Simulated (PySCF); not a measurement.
Species: C₅H₉NSi.
Geometry (PBE0-D3(BJ)/def2-SVP, Å), atoms numbered from 1 in this order:
```
atom  x, y, z in Å
C1     2.5598   -1.8657    0.7727
C2     1.5242   -1.2325    0.7569
C3     0.3016   -0.4731    0.6950
C4    -0.9766   -1.1494    0.1138
C5    -1.7100    0.0836   -0.4683
Si6   -0.0133    0.8967   -0.6180
N7     0.1824    2.5816   -0.3449
H8     3.4753   -2.4259    0.7939
H9     0.0635   -0.0456    1.6865
H10   -1.5473   -1.7354    0.8520
H11   -0.6835   -1.8395   -0.6933
H12   -2.3201    0.5807    0.3048
H13   -2.3448   -0.0908   -1.3479
H14    0.7131    0.5796   -1.8819
H15    0.9865    3.0813   -0.7042
H16   -0.2281    3.0521    0.4526
```

All values: PBE0/pcSseg-1 and wB97X-D/def2-SVPD (PySCF, non-relativistic), on one gas-phase PBE0-D3(BJ)/def2-SVP geometry that isn't relaxed in the solvent. The solvent is an IEF-PCM continuum (Bondi radii, 1.10 Å for H, scaled by 1.2). Only the electrostatic response of the medium enters.

Gas phase at PBE0/pcSseg-1: HOMO -6.63 eV, LUMO 0.97 eV, dipole 2.03 D.

Problem. What does the continuum do to the energy, the frontier levels and the dipole at PBE0/pcSseg-1 in chloroform?

Solution. 
```tsv
solvent	ε	E(solvent) − E(gas) (kJ/mol)	polarisation term (kJ/mol)	distortion of the solute (kJ/mol)	HOMO (eV)	LUMO (eV)	dipole (D)
chloroform	4.711	-18.96	-20.51	1.55	-6.71	1.03	2.48
```

The first energy column is the sum of the next two and covers electrostatics alone.

Problem. Which radius a makes the point-dipole formula ΔE = −[(ε − 1)/(2ε + 1)]·μ²/a³ give the value in chloroform, with the gas-phase dipole?

Solution. μ = 0.797 au and |ΔE| = 0.00722 Eh give a = 1.67 Å; the farthest nucleus lies 4.31 Å from the centroid of the nuclei, so such a sphere wouldn't even hold the nuclei. The formula assumes a rigid point dipole at the centre of a sphere.

Problem. Give the dipole vector in the frame of the coordinates (D, pointing from negative to positive charge), gas and chloroform.

Solution. Gas (-0.60, 1.91, 0.32), solvent (-0.85, 2.29, 0.42). Its length changes by +22 % and its direction by 3°.

Problem. Which Hirshfeld charges (PBE0/pcSseg-1) respond most in chloroform (means over atoms taken as equivalent)?

Solution. 
```json
{"atoms": "C1", "environment": "terminal alkyne carbon", "gas (e)": "-0.149", "solvent (e)": "-0.164", "change": "-0.015"}
{"atoms": "C2", "environment": "alkyne carbon", "gas (e)": "-0.052", "solvent (e)": "-0.061", "change": "-0.009"}
{"atoms": "H15/H16", "environment": "N–H hydrogen", "gas (e)": "+0.124", "solvent (e)": "+0.131", "change": "+0.007"}
{"atoms": "H9", "environment": "methine hydrogen", "gas (e)": "+0.045", "solvent (e)": "+0.051", "change": "+0.006"}
{"atoms": "H8", "environment": "alkyne hydrogen", "gas (e)": "+0.085", "solvent (e)": "+0.090", "change": "+0.005"}
{"atoms": "H12", "environment": "methylene hydrogen", "gas (e)": "+0.037", "solvent (e)": "+0.041", "change": "+0.004"}
{"atoms": "H14", "environment": "Si–H hydrogen", "gas (e)": "-0.078", "solvent (e)": "-0.082", "change": "-0.004"}
{"atoms": "C3", "environment": "sp3 carbon bound to silicon", "gas (e)": "-0.110", "solvent (e)": "-0.112", "change": "-0.002"}
{"atoms": "Si6", "environment": "SiH silicon", "gas (e)": "+0.397", "solvent (e)": "+0.395", "change": "-0.002"}
{"atoms": "H10", "environment": "methylene hydrogen", "gas (e)": "+0.039", "solvent (e)": "+0.040", "change": "+0.001"}
{"atoms": "H13", "environment": "methylene hydrogen", "gas (e)": "+0.040", "solvent (e)": "+0.041", "change": "+0.001"}
{"atoms": "N7", "environment": "silicon-bound nitrogen", "gas (e)": "-0.310", "solvent (e)": "-0.311", "change": "-0.001"}
```

Problem. Which Mayer bond orders change most in chloroform?

Solution. 
| bond | length (Å) | gas | solvent | change |
| --- | --- | --- | --- | --- |
| Si6–N7 | 1.718 | 1.096 | 1.120 | +0.024 |
| C1–C2 | 1.214 | 2.459 | 2.439 | -0.020 |
| Si6–C3 | 1.923 | 0.778 | 0.769 | -0.009 |
| N7–H16 | 1.013 | 0.940 | 0.932 | -0.008 |
| N7–H15 | 1.013 | 0.938 | 0.931 | -0.007 |
| C1–H8 | 1.074 | 1.139 | 1.145 | +0.006 |
| C4–C5 | 1.548 | 0.985 | 0.988 | +0.003 |
| C2–C3 | 1.441 | 1.101 | 1.099 | -0.002 |

Gas phase at wB97X-D/def2-SVPD: HOMO -8.47 eV, LUMO 2.03 eV, dipole 1.87 D.

Problem. What does the continuum do to the energy, the frontier levels and the dipole at wB97X-D/def2-SVPD in chloroform?

Solution. 
| solvent | ε | E(solvent) − E(gas) (kJ/mol) | polarisation term (kJ/mol) | distortion of the solute (kJ/mol) | HOMO (eV) | LUMO (eV) | dipole (D) |
| --- | --- | --- | --- | --- | --- | --- | --- |
| chloroform | 4.711 | -18.48 | -20.22 | 1.74 | -8.54 | 2.23 | 2.32 |

Problem. How does the static polarisability (wB97X-D/def2-SVPD, frozen core, with the continuum's full static response) change?

Solution. 
| medium | isotropic (au) | principal values (au) | ⟨r²⟩ of the electrons (bohr²) |
| --- | --- | --- | --- |
| gas | 91.0 | 72.9, 87.5, 112.5 | 1038.6 |
| chloroform | 113.2 | 92.4, 108.4, 138.9 | 1038.2 |

The isotropic value in chloroform is 1.25 times the gas-phase one; no cavity-field correction is applied. ⟨r²⟩ is taken about the centre of nuclear charge.

The run took 22 s wall on one thread of an Intel Xeon 6975P-C, shared host with 128 logical CPUs at a one-minute load of 102, and the process peaked at 0.92 GiB of memory. This is the whole shielding run at PBE0/pcSseg-1 in chloroform, SCF included.

The pairwise dispersion term of wB97X-D wasn't added to the energies; at a given geometry it leaves orbitals and properties as they are.
